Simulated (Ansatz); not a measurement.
Total energies of CH6AlOSi (`[CH3][Al][O][SiH3]`) radical.

Cartesian coordinates in Å:
```
C -1.7283 1.6776 0.0423
Al 0.1642 1.2854 0.4051
O 0.6793 -0.2998 0.0917
Si 1.5815 -1.6414 -0.0683
H -1.9334 1.4903 -1.0168
H -2.3523 0.9968 0.6302
H -2.0063 2.7053 0.2787
H 3.0137 -1.3608 0.2250
H 1.4779 -2.1614 -1.4580
H 1.1037 -2.6921 0.8701
```

The species carries charge 0 and has multiplicity 2. All single points use the PBE0-D4/def2-TZVP geometry. It is one conformer, not always the lowest. Basis def2-TZVPP, Ansatz 0.2.0.

RPA on PBE orbitals: Hartree–Fock energy of these orbitals -647.17282 Eh, correlation -1.03971 Eh (frozen core).

```csv
functional,energy without D4 (Eh),D4 term (kJ/mol)
PBE,-648.55338,-18.6
BHLYP,-648.93357,-24.9
```

Task: Give the same for LDA (SPW92), revPBE, BLYP, r2SCAN, B97M-V, PBE0, B3LYP, r2SCANh, r2SCAN0, HSE06 (plane-wave form), CAM-B3LYP, LC-ωPBE, ωB97X-V, ωB97M-V, B2PLYP, PBE-QIDH. (Best estimate.)

Result: Ansatz gave: 
```
             functional  energy without D4 (Eh)  D4 term (kJ/mol)
            LDA (SPW92)              -645.82375                 –
                 revPBE              -648.83193             -53.7
                   BLYP              -648.95104             -40.6
                 r2SCAN              -648.87402              -4.5
                 B97M-V              -648.83272                 –
                   PBE0              -648.61632             -15.8
                  B3LYP              -649.04211             -30.3
                r2SCANh              -648.86487              -4.9
                r2SCAN0              -648.85207              -5.4
HSE06 (plane-wave form)              -648.59732             -14.9
              CAM-B3LYP              -648.95492             -16.3
                LC-ωPBE              -648.74424                 –
                ωB97X-V              -648.86177                 –
                ωB97M-V              -648.89369                 –
                 B2PLYP              -648.66507                 –
               PBE-QIDH              -648.42994                 –
```

B3LYP takes the VWN-RPA correlation (the form of Gaussian; ORCA's B3LYP/G). HSE06 is the plane-wave form, built on full-range PBE exchange. The double hybrids freeze the cores in their second-order part.

LC-ωPBE has ω = 0.4 bohr⁻¹.
